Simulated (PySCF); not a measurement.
## How methods differ on the ionisation energy of Bi⁴⁶⁺

Bi⁴⁶⁺ [Kr] 4d1 (2D) → Bi⁴⁷⁺ [Kr] (1S), as a difference of total energies. Computed with PySCF 2.14 in an uncontracted even-tempered set (18 s from 5.4 bohr⁻², ratio 2.5; 14 p from 7 bohr⁻², ratio 2.5; 8 d from 7 bohr⁻², ratio 2.5; 4 f from 29 bohr⁻², ratio 2.7; 3 g from 43 bohr⁻², ratio 2.7), with the spin-free X2C one-electron Hamiltonian (Gaussian nucleus). The calculations carry no spin-orbit coupling.

```csv
method,ionisation energy (eV)
UHF,2364.7
M06,2367.2
BLYP,2367.8
```

Breit and QED terms and the two-electron picture change are absent.

The reference lies between the lowest fine-structure levels, while these numbers refer to the centres of the terms.

For comparison: 2385 ± 4 eV (theoretical estimate listed by NIST; NIST Atomic Spectra Database, ionization energies).
